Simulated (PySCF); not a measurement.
Computed IR spectrum (relative IR intensity) of a molecule C2H10N2Sn. Coordinates come from a PBE-D3(BJ)/def2-SVP optimisation. The def2 effective core potentials stand for the cores of Sn; spin–orbit coupling is left out. One conformer was computed; it need not be the lowest. Computed with PBE-D3(BJ)/def2-SVP (PySCF). Frequencies are harmonic and unscaled.

```
ν (cm⁻¹)  relative intensity
--------  ------------------
177                      9.8
248                      2.4
295                      4.8
404                       16
466                       20
512                       10
521                       40
587                       88
617                      8.2
668                       54
843                       14
969                       41
1218                      28
1227                     8.9
1391                     2.1
1401                     5.1
1413                     6.8
1428                      12
1448                     2.1
1487                     4.8
1790                      96
1818                      92
2845                      37
2851                     100
2922                      55
2930                     7.2
3019                     9.5
3039                     2.3
3418                     3.0
3518                     3.3
```

Question: Which structure fits?
(A) C[N](C)[SnH2][NH2]
(B) C[NH][SnH2][NH]C
(C) C[CH2][SnH]([NH2])[NH2]

Answer: A, C[N](C)[SnH2][NH2]
